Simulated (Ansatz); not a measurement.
A run on F2H4HfN2 (`[NH2][Hf]([NH2])([F])[F]`) with other settings.

```yaml
crystal:
  periodic: [false, false, false]
  atoms:
    - {symbol: N, position_ang: [-1.194721, 1.280218, -0.340928]}
    - {symbol: Hf, position_ang: [0.387839, -0.116888, -0.633387]}
    - {symbol: N, position_ang: [0.654984, -1.118014, 1.223085]}
    - {symbol: F, position_ang: [-0.145407, -1.420863, -2.073144]}
    - {symbol: F, position_ang: [2.061400, 0.880515, -1.145199]}
    - {symbol: H, position_ang: [-1.724782, 1.431320, 0.564307]}
    - {symbol: H, position_ang: [-1.581660, 1.938946, -1.077456]}
    - {symbol: H, position_ang: [0.195237, -2.032605, 1.503580]}
    - {symbol: H, position_ang: [1.347121, -0.842629, 1.979152]}
basis:
  gaussian: {orbitals: def2-TZVP}
magnetization: {spin_polarized: true, initial_magnetization: 0}
hamiltonian: {xc: {name: PBE0}, dispersion: d4}
output: {forces: true}
```

```sh
$ ansatz run in.yaml --threads 2 --pin off --events-out ev --progress --plain --max-ram 32768MiB --backend cpu
```

It prints (some lines left out):

```
Functional definition: PBE0
1191 factors; their error is unknown
mean field evaluation 1: about -9768.8309 eV, gradient 7.1e1 eV
mean field evaluation 2: about -9681.7732 eV, gradient 1.6e2 eV
mean field evaluation 4: about -9786.6695 eV, gradient 5.2e0 eV
mean field evaluation 8: about -9786.8021 eV, gradient 1.2e-1 eV
mean field evaluation 16: about -9786.8376 eV, gradient 1.4e-4 eV
mean field -9786.83763685 eV, -359.6596493973 hartree, gradient 5.5e-5 eV, S^2 0.000000; 0 other end points of the search recorded, 0 dependent functions left out
reference -9786.83767187 eV, -359.6596506844 hartree; 24, 24 occupied and 164, 164 virtual orbitals, 1191 factors
Total energy: -9786.95499630 eV, -359.6639622777 hartree
Atom 0 at    -1.194721     1.280218    -0.340928 Å, force    -0.107713     0.094455     0.021184 eV/Å
Atom 1 at     0.387839    -0.116888    -0.633387 Å, force    -0.088227     0.063798     0.054064 eV/Å
Atom 2 at     0.654984    -1.118014     1.223085 Å, force     0.136711    -0.153044     0.053814 eV/Å
Atom 3 at    -0.145407    -1.420863    -2.073144 Å, force     0.589073     1.421720     1.567388 eV/Å
Atom 4 at     2.061400     0.880515    -1.145199 Å, force    -1.823003    -1.093719     0.553075 eV/Å
Atom 5 at    -1.724782     1.431320     0.564307 Å, force     0.988493    -0.281683    -1.689101 eV/Å
Atom 6 at    -1.581660     1.938946    -1.077456 Å, force     0.714393    -1.219722     1.370061 eV/Å
Atom 7 at     0.195237    -2.032605     1.503580 Å, force     0.865368     1.689547    -0.523524 eV/Å
Atom 8 at     1.347121    -0.842629     1.979152 Å, force    -1.275097    -0.521351    -1.406961 eV/Å
Dipole moment:    -0.273968     0.037838     0.556665 e Å
```

Run time 8.5 s (2 threads of a server CPU on a shared host); peak host memory 0.55 GiB.
